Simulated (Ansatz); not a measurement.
`C=C[SiH](O)F` → `C=CF` + `O[SiH]` at 500 K and 1 bar (silylene formation by 1,1-elimination).

Gas-phase electronic energies from Ansatz, PBE0-D4/def2-TZVP geometries. CCSD(T)/CBS adds triple-zeta CCSD(T) − MP2 to the extrapolated MP2 energy (def2 sets, frozen cores). This one scheme is used for every species. Each species was taken in one conformer, which may not be the lowest.

```
       species  CCSD(T)/CBS energy (Eh)  H − E (kJ/mol)  S (J/(mol·K))
`C=C[SiH](O)F`               -543.26440           225.4          396.2
        `C=CF`               -177.66469           139.4          282.9
      `O[SiH]`               -365.43832            75.8          267.5
```

H − E and S are ideal-gas, rigid-rotor, harmonic terms from PBE0-D4/def2-TZVP, for one conformer and one mirror image of each species. 1 Eh = 2625.50 kJ/mol, R = 8.31446 J/(mol·K).

By hand: ΔE, ΔH, ΔS and ΔG.

ΔE = (-177.66469) + (-365.43832) − (-543.26440) = 0.16139 Eh = 423.7 kJ/mol. Δ(H − E) = 139.4 + 75.8 − 225.4 = -10.2, so ΔH = 413.5 kJ/mol. ΔS = 282.9 + 267.5 − 396.2 = 154.2 J/(mol·K). ΔG = 413.5 − 500 × (154.2)/1000 = 336.4 kJ/mol.

By hand: the equilibrium constant, and the temperature at which ΔG would vanish if ΔH and ΔS stayed fixed.

log₁₀ K = −ΔG/(RT ln 10) = -35.1. ΔG = 0 at ΔH/ΔS = 2682 K, far beyond where these terms or the molecules hold.

The number of gas molecules changes by +1, which sets the sign of ΔS. A doubt of 5 kJ/mol in ΔE shifts log₁₀ K by 0.5 here. Other conformers and mirror images would add mixing entropy, several J/(mol·K) or more a flexible species. These are equilibria of isolated gas molecules and say nothing of rates. Largest T1 diagnostic: 0.016 (customary marks: 0.02 for closed shells, 0.045 for open ones).
